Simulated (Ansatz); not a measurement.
CH5Si (SMILES C[SiH2]) moved off its minimum; all values from Ansatz (a first-principles code), cores frozen in correlated methods. Open shells are unrestricted.
(charge 0, multiplicity 2)
```xyz
7

C     -1.2889    -0.3484     0.0397
Si     0.6445    -0.0686    -0.3316
H     -1.8625     0.5289    -0.4820
H     -1.4994    -1.2442     0.0137
H     -1.5612     0.0192     1.2877
H      1.3005     1.2464     0.1815
H      1.4454    -1.1581     0.6130
```

```json
[
 {"level": "HF/def2-TZVPP", "largest force (eV/Å)": "14.17", "on atom": "C1", "rms difference from CCSD(T)/cc-pV(T+d)Z (eV/Å)": "0.229", "dipole (D)": "1.02"},
 {"level": "PBE/def2-TZVPP", "largest force (eV/Å)": "13.46", "on atom": "C1", "rms difference from CCSD(T)/cc-pV(T+d)Z (eV/Å)": "0.142", "dipole (D)": "1.01"},
 {"level": "r2SCAN/def2-TZVPP", "largest force (eV/Å)": "13.57", "on atom": "C1", "rms difference from CCSD(T)/cc-pV(T+d)Z (eV/Å)": "0.050", "dipole (D)": "1.02"},
 {"level": "B3LYP/def2-TZVPP", "largest force (eV/Å)": "13.46", "on atom": "C1", "rms difference from CCSD(T)/cc-pV(T+d)Z (eV/Å)": "0.064", "dipole (D)": "1.00"},
 {"level": "wB97M-V/def2-TZVPP", "largest force (eV/Å)": "13.60", "on atom": "C1", "rms difference from CCSD(T)/cc-pV(T+d)Z (eV/Å)": "0.058", "dipole (D)": "1.01"},
 {"level": "MP2/cc-pV(T+d)Z", "largest force (eV/Å)": "13.79", "on atom": "C1", "rms difference from CCSD(T)/cc-pV(T+d)Z (eV/Å)": "0.102", "dipole (D)": "0.96"},
 {"level": "CCSD(T)/cc-pV(T+d)Z", "largest force (eV/Å)": "13.60", "on atom": "C1", "rms difference from CCSD(T)/cc-pV(T+d)Z (eV/Å)": "0.000", "dipole (D)": "0.95"}
]
```

The differences count from one level among others, with limits of its own. Forces at CCSD(T)/cc-pV(T+d)Z (eV/Å):

```json
[
 {"atom": "C1", "Fx": "2.356", "Fy": "12.921", "Fz": "3.513"},
 {"atom": "Si2", "Fx": "0.332", "Fy": "-0.924", "Fz": "2.404"},
 {"atom": "H3", "Fx": "0.574", "Fy": "-2.397", "Fz": "0.391"},
 {"atom": "H4", "Fx": "-2.818", "Fy": "-8.915", "Fz": "-1.053"},
 {"atom": "H5", "Fx": "1.200", "Fy": "-1.131", "Fz": "-3.384"},
 {"atom": "H6", "Fx": "-0.753", "Fy": "-0.629", "Fz": "-0.536"},
 {"atom": "H7", "Fx": "-0.890", "Fy": "1.075", "Fz": "-1.334"}
]
```
